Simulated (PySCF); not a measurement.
A PySCF script (with the pyscf-properties extension) for the NMR shieldings of C$_{3}$H$_{12}$BFN$_{2}$, on a GFN2-xTB geometry:

```python
import basis_set_exchange as bse
import numpy as np
from pyscf import gto, dft
from pyscf.prop import nmr

atoms = """
C     2.297937   -0.574086    0.240312
N     1.505856    0.339580   -0.538048
B     0.398852    0.028858   -1.363554
F    -0.006912    1.042888   -2.189445
N    -1.210342    0.107635   -0.215889
C    -1.403784   -1.064787    0.615072
C    -1.229494    1.345507    0.541346
H     3.366085   -0.455419    0.027895
H     2.008288   -1.591830   -0.013420
H     2.154456   -0.431518    1.320506
H     1.750226    1.306340   -0.395274
H     0.258420   -1.067349   -1.779164
H    -1.913825    0.143526   -0.947462
H    -1.389846   -1.955385   -0.008954
H    -2.349872   -1.028529    1.169652
H    -0.582645   -1.129766    1.327778
H    -0.410066    1.330879    1.259302
H    -2.172047    1.484851    1.084360
H    -1.081092    2.177855   -0.142475
"""
names = dict.fromkeys(["C", "N", "B", "F", "H"], "pcSseg-1")
basis = {el: gto.basis.parse(bse.get_basis(n, elements=[el], fmt="nwchem")) for el, n in names.items()}
mol = gto.M(atom=atoms, basis=basis, charge=0, verbose=0)
mf = dft.RKS(mol, xc="PBE0")
mf.grids.level = 2
mf.grids.alignment = dft.numint.BLKSIZE   # the property module wants whole blocks of grid points
mf.conv_tol = 1e-9
mf.kernel()

calc = nmr.RKS(mf)   # GIAO
C = mf.mo_coeff
Co = C[:, mf.mo_occ > 0]
resp = mf.gen_response(singlet=True, hermi=2)
def vind(x):   # induced exchange potential for any number of trial vectors
    d = np.einsum("pi,xij,qj->xpq", C, 2 * x.reshape(-1, C.shape[1], Co.shape[1]), Co, optimize=True)
    return np.einsum("xpq,pi,qj->xij", resp(d - d.transpose(0, 2, 1)), C, Co, optimize=True).ravel()
mo1, _ = nmr.rhf.solve_mo1(calc, with_cphf=vind)
sigma = calc.kernel(mo1)
for i, s in enumerate(sigma):   # ppm
    print("%2d %-2s %9.2f" % (i, mol.atom_pure_symbol(i), np.trace(s) / 3))
```

Question: What are the results?

Answer: 
```
 0 C     153.71
 1 N     221.55
 2 B      88.63
 3 F     348.36
 4 N     203.86
 5 C     149.33
 6 C     152.18
 7 H      28.66
 8 H      28.88
 9 H      28.84
10 H      30.89
11 H      28.14
12 H      30.83
13 H      28.92
14 H      29.45
15 H      29.70
16 H      29.70
17 H      29.60
18 H      29.01
```

These numbers come from an equivalent density-fitted implementation of the same equations, which agrees with the script to about 0.01 ppm for H and up to a few tenths of a ppm for heavy atoms, so last digits may differ.

Size and cost of the density-fitted run: 179 basis functions, 33 s wall time on 1 thread of an x86-64 server CPU, shared host.
